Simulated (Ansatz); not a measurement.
A run for Ansatz (an electronic-structure program): U-PBE0/def2-TZVPP on NO (SMILES [N]=O), 2S+1 = 2, a spin state set in the input, which need not be the lowest.

Ansatz 0.2 input:
```yaml
crystal:
  periodic: [false, false, false]
  atoms:
    - {symbol: N, position_ang: [-0.00000000, -0.00000000, -0.61062678]}
    - {symbol: O, position_ang: [0.00000000, 0.00000000, 0.53429844]}
basis:
  gaussian:
    orbitals: def2-TZVPP
hamiltonian:
  xc: {name: PBE0}
magnetization: {spin_polarized: true, initial_magnetization: 1}
```

Program output:

```
WARN ansatz: RAYON_NUM_THREADS=1 ignored (pool sized by the plan → 1); use --threads N
Functional definition: PBE0
integrals: 0.01 GiB planned
306 factors; their error is unknown
mean field: 0.13 GiB planned
mean field evaluation 1: about -3531.6574 eV, gradient 1.3e1 eV
mean field evaluation 2: about -3531.7012 eV, gradient 1.3e1 eV
mean field evaluation 4: about -3532.1983 eV, gradient 7.3e-1 eV
mean field evaluation 8: about -3532.2159 eV, gradient 3.0e-2 eV
mean field evaluation 16: about -3532.2159 eV, gradient 1.2e-5 eV
mean field -3532.21594443 eV, -129.8065417360 hartree, gradient 1.2e-5 eV, S^2 0.753528; 0 other end points of the search recorded, 0 dependent functions left out
reference -3532.21595729 eV, -129.8065422084 hartree; 8, 7 occupied and 54, 55 virtual orbitals, 306 factors
Total energy: -3532.21595729 eV, -129.8065422084 hartree
```

The run converged.

Cost: roughly 0.5 core-seconds.
